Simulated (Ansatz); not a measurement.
System: Si$_{2}$N$_{2}$H$_{7}$ (charge 0, doublet). SMILES: N[SiH][SiH2]N
Coordinates optimised at B3LYP-D3(BJ)/def2-TZVP (Ansatz, a program for electronic structure):
```xyz
11

N      2.0955     0.3472     0.2764
Si     0.9547    -0.6717    -0.5318
Si    -1.1854    -0.2805     0.3297
N     -1.5295     1.3759    -0.0542
H      1.9019     1.3280     0.4059
H      3.0842     0.1527     0.2814
H      1.4493    -2.0686    -0.3628
H     -2.1118    -1.2913    -0.2593
H     -1.3107    -0.3812     1.8073
H     -2.2894     1.8474     0.4131
H     -1.4562     1.6829    -1.0125
```
Charge 0, spin multiplicity 2.

Wanted: atomisation energy, in kcal/mol. Conventions: valence correlation only; non-relativistic; six Cartesian d functions in 6-31G* and its kin unless marked 5d; dispersion terms only where a functional's name holds one; spin-orbit terms left out; atomisation electronic, to ground-state atoms; open shells spin-unrestricted. Basis-set limits of correlation are two-point, X^-3; Hartree-Fock from the larger set. Ab initio and DFT rows: single points at B3LYP-D3(BJ) geometries (Ansatz).

```
species        coefficient  E at B3LYP/6-31G* (Ansatz), Eh  E at PBE0/def2-TZVPD (Ansatz), Eh
-------------  -----------  ------------------------------  ---------------------------------
N[SiH][SiH2]N           -1                      -692.69443                         -692.40083
H atom                  +7                        -0.50027                           -0.50104
N atom                  +2                       -54.58449                          -54.54388
Si atom                 +2                      -289.37173                         -289.24952
```

Coupled cluster (Ansatz) is a level with limits of its own, used here on species with T1 under 0.025 (0.045 for open shells) and stable references: CCSD(T)/CBS(cc-pV(T+d)Z,cc-pV(Q+d)Z). Value to compare with, CCSD(T)/CBS(cc-pV(T+d)Z,cc-pV(Q+d)Z) (Ansatz): 830.0 kcal/mol. 1 Eh = 627.5095 kcal/mol.

Task: Compute it at each level from the table, and compare with CCSD(T)/CBS(cc-pV(T+d)Z,cc-pV(Q+d)Z) (Ansatz).

Result: 
- B3LYP/6-31G*: the sum of coefficient times E is 1.28010 Eh, or 803.27 kcal/mol. Result: 803.3 kcal/mol. Its difference against CCSD(T)/CBS(cc-pV(T+d)Z,cc-pV(Q+d)Z) (Ansatz) is -26.7 kcal/mol.
- PBE0/def2-TZVPD: the sum of coefficient times E is 1.30675 Eh, or 820.00 kcal/mol. Result: 820.0 kcal/mol. Its difference against CCSD(T)/CBS(cc-pV(T+d)Z,cc-pV(Q+d)Z) (Ansatz) is -10.0 kcal/mol.
